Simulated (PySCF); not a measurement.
## H (hydrogen, neutral) across methods

1s1, 2S determinant. Calculation: PySCF 2.14, in dyall-av3z (10s3p2d, 29 functions); the non-relativistic Hamiltonian (point nucleus).

```csv
method,E (hartree),mean ε 1s α (eV),Σ⟨r²⟩ (bohr²),⟨S²⟩
PBE0,-0.5013,-9.130,3.157,0.750
PBE,-0.5000,-7.595,3.238,0.750
M06-2X,-0.4988,-10.309,3.196,0.750
UHF,-0.50000,-13.606,3.000,0.750
LDA,-0.4787,-7.319,3.387,0.750
r2SCAN,-0.5002,-8.026,3.105,0.750
M06-L,-0.5040,-7.984,2.968,0.750
BHandHLYP,-0.4988,-10.473,3.103,0.750
PW91,-0.5016,-7.652,3.234,0.750
```

For one electron the Hartree and exchange-correlation energies should cancel; what remains is the self-interaction error.
